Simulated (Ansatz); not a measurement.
Ansatz (a program for electronic structure) input:

Ansatz 0.2 input:
```yaml
crystal:
  periodic: [false, false, false]
  atoms:
    - {symbol: C, position_ang: [0.65621067, -0.39687436, -0.52853236]}
    - {symbol: O, position_ang: [1.45421775, -0.89632698, -1.19815755]}
    - {symbol: C, position_ang: [-0.22869355, 0.23702582, 0.34198040]}
    - {symbol: O, position_ang: [0.27629136, 0.80648481, 1.33365768]}
    - {symbol: C, position_ang: [-1.69940992, 0.18755114, 0.02569503]}
    - {symbol: H, position_ang: [-1.90612884, -0.36571321, -0.89199072]}
    - {symbol: H, position_ang: [-2.22863414, -0.28754463, 0.85369269]}
    - {symbol: H, position_ang: [-2.07795303, 1.20577954, -0.08056141]}
basis:
  gaussian:
    orbitals: def2-TZVPD
hamiltonian:
  xc: {name: LC-wPBE}
magnetization: {spin_polarized: true, initial_magnetization: 1}
output: {forces: true}
```

Which total energy does the run end on?

-266.43691 Eh (LC-wPBE/def2-TZVPD). The basis has 218 functions.

It need not be the lowest isomer of its formula.
